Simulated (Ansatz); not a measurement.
Basis-set series for `[Li][Cu]`. The species carries charge 0 and has multiplicity 1. The structure was optimised at the PBE0-D4/def2-TZVP level.

Bond lengths: Li1–Cu2 2.319 Å.

```
functional       basis  functions  energy (Eh)  HOMO (eV)  LUMO (eV)
   PBE0-D4  def2-TZVPP         83  -1647.77088      -4.66      -1.38
   PBE0-D4  def2-QZVPP        135  -1647.81243      -4.64      -1.40
   ωB97M-V  def2-TZVPP         83  -1647.93570      -6.42      -0.33
   ωB97M-V  def2-QZVPP        135  -1647.97613      -6.42      -0.50
```

Give the rows for def2-SVP. (Best estimate.)

The calculation gave: 
```tsv
functional	basis	functions	energy (Eh)	HOMO (eV)	LUMO (eV)
PBE0-D4	def2-SVP	40	-1647.50790	-4.42	-1.35
ωB97M-V	def2-SVP	40	-1647.67347	-6.15	-0.32
```

Scalar relativity is left out up to krypton.

Results of the Gaussian-basis code of Ansatz.
